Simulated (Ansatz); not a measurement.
A nudged elastic band was laid between two geometries of C$_{3}$H$_{8}$GeO (13 atoms, charge 0, multiplicity 1).

The calculation used Ansatz, RKS B3LYP-D4/def2-SVP.

```
movable images  : 9
climbing image  : yes
spring          : 5.0 eV/Å²
optimiser       : quadratic models (default)
start path      : through a guess of the saddle point
force threshold : 0.03 eV/Å
iteration limit : 43
end points      : relaxed
```

Image 0:

```xyz
13
Properties=species:S:1:pos:R:3
C -1.502 -0.263 -0.072
C -0.002 -0.057 -0.134
C 0.822 -1.261 0.277
O 0.448 0.576 -1.319
Ge 0.728 1.732 0.119
H -1.824 -0.584 0.930
H -1.783 -1.051 -0.795
H -2.049 0.649 -0.349
H 0.558 -1.606 1.288
H 1.900 -1.046 0.243
H 0.626 -2.086 -0.433
H 2.233 1.972 0.307
H -0.135 2.990 -0.049
```

Image 10:

```xyz
13
Properties=species:S:1:pos:R:3
C -1.507 -0.233 0.072
C -0.015 -0.064 -0.131
C 0.821 -1.265 0.263
O 0.340 0.506 -1.377
Ge 0.767 1.719 -0.025
H -1.746 -0.501 1.112
H -1.865 -1.047 -0.585
H -2.060 0.678 -0.199
H 0.548 -2.116 -0.388
H 0.640 -1.558 1.308
H 1.895 -1.075 0.125
H 2.287 1.934 0.018
H -0.085 2.987 -0.178
```

Q: What changes between the two ends?

A: No bond is made or broken. The dihedral Ge5–C2–C3–H10 goes from -27 to 96°. The two ends are copies of one structure, up to a mirror image or an exchange of like atoms.

Q: Give the energies along the band, and the barrier.

A: The forces met the threshold. The highest image is number 5 of 0 to 10, 0.132 eV above the ends, which have the same energy within 2 meV. A vibrational analysis at the climbing image gives one clearly imaginary mode, 226i cm⁻¹: a first-order saddle point.

```tsv
image	path coordinate (Å)	energy (eV)	dihedral Ge5–C2–C3–H10 (°)
0	0.00	0.000	-27
1	0.36	0.012	-15
2	0.72	0.043	-3
3	1.07	0.084	10
4	1.43	0.119	22
5	1.79	0.132	35
6	2.14	0.119	47
7	2.50	0.085	59
8	2.85	0.044	71
9	3.21	0.012	83
10	3.56	0.000	96
```

Q: What is the geometry of the highest image?

A: 
```xyz
13
Properties=species:S:1:pos:R:3
C -1.510 -0.233 0.030
C -0.013 -0.063 -0.129
C 0.826 -1.278 0.276
O 0.372 0.522 -1.365
Ge 0.746 1.728 0.002
H -1.776 -0.506 1.063
H -1.850 -1.045 -0.639
H -2.057 0.680 -0.250
H 0.185 -2.129 0.558
H 1.506 -1.082 1.118
H 1.436 -1.576 -0.591
H 2.262 1.951 0.102
H -0.106 2.997 -0.160
```

Q: What are the harmonic wavenumbers there?

A: 226i, 199, 244, 288, 350, 368, 396, 499, 589, 606, 640, 820, 857, 955, 979, 981, 1114, 1214, 1231, 1379, 1391, 1453, 1454, 1458, 1463, 2130, 2155, 3010, 3032, 3094, 3114, 3128, 3129 cm⁻¹.

Run time: 2.9 min on 2 threads of Intel(R) Xeon(R) Platinum 8488C (Sapphire Rapids) (shared host), peak memory 0.35 GiB.
